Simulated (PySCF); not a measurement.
A run for PySCF: R-HF/STO-3G on CH6BeGe (SMILES [CH3][Be][GeH3]), a point of a bond scan (R = 1.546 Å).

```python
from pyscf import gto, scf, dft, mp
from pyscf.data.elements import chemcore

mol = gto.M(
    atom='''
    Be   -0.18384765    1.04916504   -0.75458802
    C    -0.41926256    2.39260940   -1.72082973
    H    -1.22682849    3.03090250   -1.34594530
    H    -0.68259427    2.11781029   -2.74808870
    H     0.47837929    3.01783564   -1.77956966
    Ge    0.12640089   -0.72133305    0.51880234
    H     0.98119774   -1.81784029   -0.15781112
    H     0.84789286   -0.39872335    1.84778085
    H    -1.19190946   -1.41964363    0.92528940
    ''',
    basis='sto-3g',
    charge=0, spin=0, verbose=3, max_memory=1800)
mf = scf.RHF(mol)
mf.conv_tol = 1e-8
mf.max_cycle = 100
mf.kernel()
if not mf.converged:
    mf = mf.newton().run(mf.mo_coeff, mf.mo_occ)
```

Program output:

```
converged SCF energy = -2107.10827591004
```

Self-consistency was reached.

Cost: very roughly 0.28 core-seconds.
